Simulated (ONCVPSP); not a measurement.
# Before and after: ONCV potential for barium

ONCVPSP 4.0.1 input, shortened (lines: element, Z, core and valence counts, functional; n l f; lmax; l rc ep ncon nbas qcut; lloc lpopt rc5 dvloc0; l nproj debl; icmod fcfact rcfact), LDA (Perdew-Zunger), scalar-relativistic:

```
  Ba 56.00    9    4        3      upf
    1    0    2.00
    2    0    2.00
    2    1    6.00
    3    0    2.00
    3    1    6.00
    3    2   10.00
    4    0    2.00
    4    1    6.00
    4    2   10.00
    5    0    2.00
    5    1    6.00
    6    0    1.00
    6    1    1.00
    2
    0    3.10    0.00    4    7    4.40
    1    3.55    0.00    3    7    4.40
    2    3.90    0.11    4    8    2.70
    4    5    3.00    4.00
    0    2    2.90
    1    2    1.60
    2    1    1.10
    3    1.75    1.00
```

In the d channel the program set the typed energies aside and used -0.110 Ha.

Change: p: qcut 3.2.

Cutoffs: the cutoffs (Ha) at which the residual kinetic energy of the hardest occupied pseudo-wave falls to 1 and 0.1 mHa per electron; they do not see the model core or the augmentation charge, which bear on the density cutoff. Errors are all-electron minus pseudo energies relative to the spin-unpolarised reference configuration.

Question: Predict the effect on cutoff, ghosts and configuration errors.

Answer: The potential gets neither clearly harder nor softer (5.0 Ha and 6.9 Ha → 5.0 Ha and 6.9 Ha); the s channel sets the loose cutoff, while the largest relative change is in p, which becomes softer; of the 4 tests that both files solve, the error grows in 1 and shrinks in 1 by more than 15 % and 0.3 meV (median size 1.6 → 2.2 meV); neither file shows a bound ghost.

```csv
quantity,base,changed
"cutoff, loose",5.0 Ha,5.0 Ha
"cutoff, tight",6.9 Ha,6.9 Ha
loose cutoff by channel,"s 5.0 Ha, p 4.8 Ha","s 5.0 Ha, p 3.8 Ha"
bound ghosts,none,none
GHOST(+) flags under 300 eV,none,none
"error for 5s2 5p6 6s2 6p0, meV [ΔE -2.12 eV]",-0.3,-0.5
"error for 5s2 5p6 6s1 6p0, meV [ΔE 3.42 eV]",-0.6,-0.6
"error for 5s2 5p6 6s0 6p0, meV [ΔE 13.59 eV]",-2.6,-3.7
"error for 5s2 5p5 6s2 6p0, meV [ΔE 21.27 eV]",-36,+29
s: phases at 3.14 bohr within 0.05 rad from the reference energy up to (Ha; the scan ends near 5),2.2,2.2
p: phases at 3.61 bohr within 0.05 rad from the reference energy up to (Ha; the scan ends near 5),2.0,1.9
d: phases at 3.97 bohr within 0.05 rad from the reference energy up to (Ha; the scan ends near 5),0.3,0.3
"rms error of d²Exc/dni dnj with the model core, mHa",2.77,2.78
```
